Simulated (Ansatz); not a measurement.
Reaction (formal exchange of groups at the Si–Si bond): `[SiH3][SiH2][CH2][GaH2]` + `CBBC` → `CBB(C)[SiH3]` + `[SiH3][CH2][GaH2]`

Computed with Ansatz on PBE0-D4/def2-TZVP structures; ΔE is electronic, products minus reactants. CCSD(T)/CBS is the MP2 limit (def2-TZVPP, def2-QZVPP) plus CCSD(T) − MP2 in def2-TZVPP, frozen cores. Functionals use def2-TZVPP. For Ga outer-core shells are correlated without core-valence functions, which leaves a few kJ/mol of doubt a bond. Scalar relativity is left out up to krypton. Each species was taken in one conformer, which may not be the lowest.

Q: Is it downhill or uphill in electronic energy at CCSD(T)/CBS, and by how much? (Best estimate.)

A: Computed: Uphill: ΔE = +9.1 kJ/mol.

Q: What do these levels give: PBE-D4, ωB97M-V, r2SCAN, PBE0, HF/def2-TZVPP, MP2/def2-TZVPP, SCS-MP2/def2-TZVPP, CCSD/def2-TZVPP, HF/def2-QZVPP, MP2/def2-QZVPP, HF/CBS(def2), CCSD/CBS(def2)? (Estimate.)

A: Computed: PBE-D4 7.2, ωB97M-V 6.5, r2SCAN 7.1, PBE0 10.4, HF/def2-TZVPP 15.4, MP2/def2-TZVPP 7.5, SCS-MP2/def2-TZVPP 8.7, CCSD/def2-TZVPP 9.5, HF/def2-QZVPP 15.2, MP2/def2-QZVPP 8.0, HF/CBS(def2) 15.2, CCSD/CBS(def2) 10.5 kJ/mol.

Largest T1 diagnostic among the species: 0.013.

In def2-TZVPP, CCSD(T) changes the Hartree–Fock value by −7.3 kJ/mol (the triples alone add −1.4 kJ/mol) and MP2 by −7.9 kJ/mol.
